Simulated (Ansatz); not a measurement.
A run for Ansatz (an electronic-structure program): R-CCSD(T)/cc-pVDZ on CH5GaO (SMILES C[O][GaH2]), a point of a torsion scan. The run froze 16 orbitals, filled d shells among them.

Ansatz 0.2 input:
```yaml
crystal:
  periodic: [false, false, false]
  atoms:
    - {symbol: C, position_ang: [1.36164358, 0.08510903, 0.06246125]}
    - {symbol: O, position_ang: [0.08994685, -0.07315398, -0.53720442]}
    - {symbol: Ga, position_ang: [-1.33415313, -0.18168199, -1.44885266]}
    - {symbol: H, position_ang: [1.97293559, 0.78293348, -0.51284993]}
    - {symbol: H, position_ang: [1.24032140, 0.46931845, 1.07749151]}
    - {symbol: H, position_ang: [1.86952715, -0.88101209, 0.10562775]}
    - {symbol: H, position_ang: [-1.33794999, 0.20548821, -2.94938878]}
    - {symbol: H, position_ang: [-2.54273793, -0.68338319, -0.63704005]}
basis:
  gaussian:
    orbitals: cc-pVDZ
magnetization: {spin_polarized: false}
correlation: {method: ccsd_t, electrons: outside_noble_gas}
scf: {lower_state_search: off}
```

It printed:

```
WARN ansatz: RAYON_NUM_THREADS=1 ignored (pool sized by the plan → 1); use --threads N
Functional definition: HF
these checks for a lower state are left out or cut short: stability, starts, cluster_reference, orbital_swaps, neighbouring_geometries, increment
integrals: 0.07 GiB planned
795 factors; integrals over basis functions are off by at most 1.2e-3 eV
mean field: 0.20 GiB planned
mean field evaluation 1: about -55477.3404 eV, gradient 3.3e1 eV
mean field evaluation 2: about -55477.4206 eV, gradient 3.3e1 eV
mean field evaluation 4: about -55479.7952 eV, gradient 2.8e0 eV
mean field evaluation 8: about -55479.8254 eV, gradient 1.3e-1 eV
mean field -55479.82544988 eV, -2038.8459797067 hartree, gradient 9.6e-7 eV, S^2 0.000000; 0 other end points of the search recorded, 0 dependent functions left out
16 core orbitals not correlated, not the lowest: weight in the atoms' cores, before any rotation towards them, 0.797 or more for the frozen orbitals, at most 0.200 for the correlated occupied ones
reference -55479.82544988 eV, -2038.8459797067 hartree; 9, 9 occupied and 55, 55 virtual orbitals, 795 factors
second order -10.80162318 eV of doubles, -0.00000000 eV of singles
coupled cluster: 0.17 GiB planned
cycle   1  -11.31191658 eV  change   -5.1e-1 eV  update   9.1e-2
cycle   2  -11.65563600 eV  change   -3.4e-1 eV  update   2.8e-2
cycle   3  -11.76230454 eV  change   -1.1e-1 eV  update   1.8e-2
cycle   4  -11.75778985 eV  change    4.5e-3 eV  update   5.4e-3
cycle   5  -11.75683940 eV  change    9.5e-4 eV  update   2.6e-3
cycle   6  -11.75737547 eV  change   -5.4e-4 eV  update   7.8e-4
cycle   7  -11.75698600 eV  change    3.9e-4 eV  update   2.7e-4
cycle   8  -11.75695086 eV  change    3.5e-5 eV  update   7.0e-5
cycle   9  -11.75697410 eV  change   -2.3e-5 eV  update   2.3e-5
cycle  10  -11.75696898 eV  change    5.1e-6 eV  update   7.7e-6
perturbative correction -0.27460662 eV, -0.0100916071 hartree
Total energy: -55491.85702548 eV, -2039.2881319547 hartree
Checks for a lower state left out: stability, starts, cluster_reference, orbital_swaps, neighbouring_geometries, increment
```

Self-consistency was reached.

Cost: about 3 core-seconds (a rough figure).
